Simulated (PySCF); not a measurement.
From one molecule to another.

First species: C5H5ClP2.
Bonds: C1–C2, C2–C3 (aromatic), C3–P4 (aromatic), P4–C5 (aromatic), C5–P6 (aromatic), P6–C7 (aromatic), C7–Cl8, C2–C7 (aromatic). Hydrogens: H9, H10, H11 on C1; H12 on C3; H13 on C5.

Second species: C6H6FNO.
SMILES: `C1C(C=1)=C(F)NC(=O)C`

Levels: CAM-B3LYP/def2-SVPD for dipole moment, HOMO energy, LUMO energy, HOMO–LUMO gap, static isotropic polarisability and electronic spatial extent ⟨r²⟩ about the centre of nuclear charge; TDDFT CAM-B3LYP/def2-SVPD for lowest singlet excitation; TDA CAM-B3LYP/def2-SVPD for lowest triplet excitation (Tamm–Dancoff); GFN2-xTB for rotational constant A and rotational constant C. Geometries: GFN2-xTB. All species are isolated and taken at one optimised geometry, non-relativistic unless stated. Electronic properties by PySCF.

Dipoles, sizes and rotational constants follow the conformer. The torsions of the flexible species, by atom-mapped SMILES:
- `[CH3:1][C:2](=[O:3])[NH:4][C:5]([F:6])=[C:7]1[CH:8]=[CH:9]1`: C1–C2–N4–C5 178°, C2–N4–C5–F6 -162°

Which has the higher LUMO energy?

The second: 0.56 eV against -1.25 eV, a difference of 1.81 eV.

Which has the higher HOMO energy?

The second: -6.85 eV against -8.19 eV, a difference of 1.34 eV.

Which has the higher T1 energy?

The second: 3.14 eV against 2.71 eV, a difference of 0.43 eV.

Which of the two has the higher dipole moment, and by how much?

The first: 1.50 D against 1.05 D, a difference of 0.45 D.

Which has the higher ⟨r²⟩?

The first: 1544 bohr² against 1277 bohr², a difference of 267 bohr².

Which of the two has the higher rotational constant C, and by how much?

The second: 0.858 GHz against 0.679 GHz, a difference of 0.179 GHz.

Which has the higher HOMO–LUMO gap?

The second: 7.41 eV against 6.94 eV, a difference of 0.47 eV.

Which of the two has the higher static isotropic polarisability, and by how much?

The first: 121.2 au against 81.2 au, a difference of 40.0 au.

On the first: The vertical singlet–triplet gap S1 − T1 is 1.41 eV (TDDFT singlet less Tamm–Dancoff triplet; S1: HOMO→LUMO+1, weight 0.44, beside HOMO−2→LUMO, weight 0.27; T1: HOMO→LUMO, weight 0.85). S1 lies 2.82 eV below the HOMO–LUMO gap; its leading configuration is HOMO→LUMO+1, weight 0.44, beside HOMO−2→LUMO, weight 0.27.

On the second: S1 lies 3.24 eV below the HOMO–LUMO gap; its leading configuration is HOMO→LUMO, weight 0.99. In wavenumbers S1 is 33600 cm⁻¹ (1 eV = 8065.54 cm⁻¹).
